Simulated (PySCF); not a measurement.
Ionisation energy of Rb(9+) by level of theory

Rb(9+) [Ar] 3d10 → Rb(10+) [Ar] 3d9 [3d3/2^4 3d5/2^5, M_J = 5/2], as a difference of total energies. Computed with PySCF 2.14 in an uncontracted even-tempered set (18 s from 0.53 bohr⁻², ratio 2.8; 13 p from 0.69 bohr⁻², ratio 2.8; 9 d from 0.69 bohr⁻², ratio 2.8; 4 f from 5 bohr⁻², ratio 3), with the two-component X2C-1e Hamiltonian. Correlated levels: [Ne] frozen; the 76 highest virtual spinors dropped. "Screened" scales the spin-orbit matrix elements by Boettger's factors to mimic the two-electron term; Breit and QED terms are absent.

```json
{"method": "GHF (screened spin-orbit)", "ionisation energy (eV)": "275.33"}
{"method": "GMP2 (screened spin-orbit)", "ionisation energy (eV)": "277.16"}
```

Q: How much does correlation contribute at GMP2 (screened spin-orbit)?

A: 277.16 − (275.33) = 1.83 eV, measured against GHF (screened spin-orbit).

For comparison: 277.12 ± 0.12 eV (measured; NIST Atomic Spectra Database, ionization energies).
